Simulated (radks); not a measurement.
The bismuth ion Bi+, configuration [Xe] 4f14 5d10 6p2 7s2 (not the ground configuration).

Calculated with a radial shooting solver on a logarithmic mesh with Libxc functionals: Dirac Kohn-Sham, BLYP, spin-unpolarised, spherical densities, finite nucleus; open shells are shared between the two j in proportion to 2j + 1; Fermi nuclear charge, rms radius 5.5211 fm.

Energy parts (eV):
part                       energy
total                  -587064.82
kinetic                 685715.26
electron-nucleus      -1486172.43
Hartree                 224248.59
exchange-correlation    -10856.23

Orbitals (lengths in bohr, moments of r in powers of bohr; r(max) is where P^2 peaks):
orbital      occ.  eigenvalue (eV)      <r>    r(max)       <r^4>   <1/r>
1s1/2           2        -90478.51  0.01580  0.009661   3.333e-07   103.2
2s1/2           2        -16258.81  0.06579   0.05643  0.00004749   25.57
2p1/2           2        -15630.33  0.05388   0.04118  0.00002789   25.54
2p3/2           4        -13310.27  0.06292   0.04901  0.00004563   20.24
3s1/2           2        -3938.192   0.1710    0.1588    0.001711   9.375
3p1/2           2        -3652.320   0.1615    0.1478    0.001478   9.290
3p3/2           4        -3132.895   0.1780    0.1636    0.002122   7.903
3d3/2           4        -2661.351   0.1545    0.1269    0.001385   7.804
3d5/2           6        -2551.206   0.1595    0.1312    0.001542   7.498
4s1/2           2        -917.9272   0.3770    0.3564     0.03718   3.987
4p1/2           2        -793.2912   0.3777    0.3536     0.03903   3.879
4p3/2           4        -665.2449   0.4125    0.3855     0.05507   3.399
4d3/2           4        -461.7735   0.4161    0.3763     0.06287   3.204
4d5/2           6        -437.8724   0.4272    0.3859     0.06959   3.097
4f5/2           6        -173.7963   0.4380    0.3398      0.1013   2.766
4f7/2           8        -168.3037   0.4442    0.3442      0.1071   2.725
5s1/2           2        -175.7751   0.8313    0.7715      0.8585   1.670
5p1/2           2        -132.4606   0.8843    0.8067       1.141   1.550
5p3/2           4        -107.6973   0.9730    0.8828       1.681   1.374
5d3/2           4         -46.9443    1.192     1.014       4.351   1.102
5d5/2           6         -43.8616    1.231     1.044       4.975   1.062
6p1/2    0.666667         -19.8806    2.345     2.055       57.95  0.5463
6p3/2     1.33333         -16.8066    2.598     2.277       87.01  0.4881
7s1/2           2          -7.5233    4.736     4.371       882.8  0.2677

The highest occupied level is 7s1/2 at -7.523 eV. Summed over all electrons, <r^2> = 96.14 bohr^2, which gives a Langevin (diamagnetic) susceptibility term of -76.1 x 10^-6 cm^3/mol.
